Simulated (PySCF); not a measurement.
Simulated absorption spectrum

Compound: C₆H₅Cl.
SMILES: `C#C[C@@H]1[C@H]2[C@H](Cl)[C@@H]12`

Computed, not measured: TDDFT CAM-B3LYP/def2-SVPD, vertical, gas phase, core orbitals frozen in the response in PySCF 2.14.0, density-fitted response routines. Isolated species at its GFN2-xTB geometry, gas phase.

Computed states:

| state | E (eV) | f |
| --- | --- | --- |
| S1 | 6.46 | 0.0002 |
| S2 | 6.71 | 0.051 |
| S3 | 6.76 | 0.0001 |
| S4 | 7.29 | 0.0047 |
| S5 | 7.57 | 0.036 |
| S6 | 7.58 | 0.0042 |
| S7 | 7.84 | 0.019 |
| S8 | 7.95 | 0.035 |

Broadening: Gaussians 0.5 eV wide at half height, area fixed by f = 4.319×10⁻⁹ ∫ε dν̃. The cross-section is σ = 3.8235×10⁻²¹ ε cm², given in Mb (10⁻¹⁸ cm²). The width is an assumption, not a result. The curve ends short of the highest state used, and states not computed would add to its high-energy end.

(1) What does the envelope look like, and where are its maxima?

(2) On this curve, what absorbance would a 10⁻⁵ mol/L sample give at 193 nm over a 1 cm path?

(3) Coming from long wavelengths, where does ε first pass 100 L mol⁻¹ cm⁻¹?

Results:

(1) 
```json
{"E (eV)": "5.71", "σ (Mb)": "0.00"}
{"E (eV)": "5.76", "σ (Mb)": "0.00"}
{"E (eV)": "5.80", "σ (Mb)": "0.00"}
{"E (eV)": "5.85", "σ (Mb)": "0.00"}
{"E (eV)": "5.90", "σ (Mb)": "0.01"}
{"E (eV)": "5.95", "σ (Mb)": "0.02"}
{"E (eV)": "5.99", "σ (Mb)": "0.04"}
{"E (eV)": "6.04", "σ (Mb)": "0.08"}
{"E (eV)": "6.09", "σ (Mb)": "0.16"}
{"E (eV)": "6.13", "σ (Mb)": "0.26"}
{"E (eV)": "6.18", "σ (Mb)": "0.48"}
{"E (eV)": "6.23", "σ (Mb)": "0.83"}
{"E (eV)": "6.27", "σ (Mb)": "1.25"}
{"E (eV)": "6.32", "σ (Mb)": "1.97"}
{"E (eV)": "6.37", "σ (Mb)": "2.94"}
{"E (eV)": "6.41", "σ (Mb)": "3.90"}
{"E (eV)": "6.46", "σ (Mb)": "5.29"}
{"E (eV)": "6.51", "σ (Mb)": "6.78"}
{"E (eV)": "6.55", "σ (Mb)": "7.95"}
{"E (eV)": "6.60", "σ (Mb)": "9.23"}
{"E (eV)": "6.65", "σ (Mb)": "10.15"}
{"E (eV)": "6.69", "σ (Mb)": "10.52"}
{"E (eV)": "6.74", "σ (Mb)": "10.49"}
{"E (eV)": "6.79", "σ (Mb)": "9.90"}
{"E (eV)": "6.83", "σ (Mb)": "9.11"}
{"E (eV)": "6.88", "σ (Mb)": "7.86"}
{"E (eV)": "6.93", "σ (Mb)": "6.49"}
{"E (eV)": "6.97", "σ (Mb)": "5.46"}
{"E (eV)": "7.02", "σ (Mb)": "4.36"}
{"E (eV)": "7.07", "σ (Mb)": "3.60"}
{"E (eV)": "7.11", "σ (Mb)": "3.27"}
{"E (eV)": "7.16", "σ (Mb)": "3.23"}
{"E (eV)": "7.21", "σ (Mb)": "3.59"}
{"E (eV)": "7.25", "σ (Mb)": "4.14"}
{"E (eV)": "7.30", "σ (Mb)": "5.10"}
{"E (eV)": "7.35", "σ (Mb)": "6.30"}
```

Maxima: 185 nm (6.71 eV), ε about 2800, made up of S2 (99%) (ε in L mol⁻¹ cm⁻¹; maxima over ε = 5, shares over 10%). At its high-energy end, 7.35 eV, the curve is still rising (ε about 1600, from S4 and S5).

(2) 193 nm is 6.424 eV, where ε is about 1100 L mol⁻¹ cm⁻¹, so A = ε c l ≈ 0.011 (Beer–Lambert, with the gas-phase spectrum and the assumed width).

(3) At about 201 nm (6.16 eV), 0.30 eV below S1.
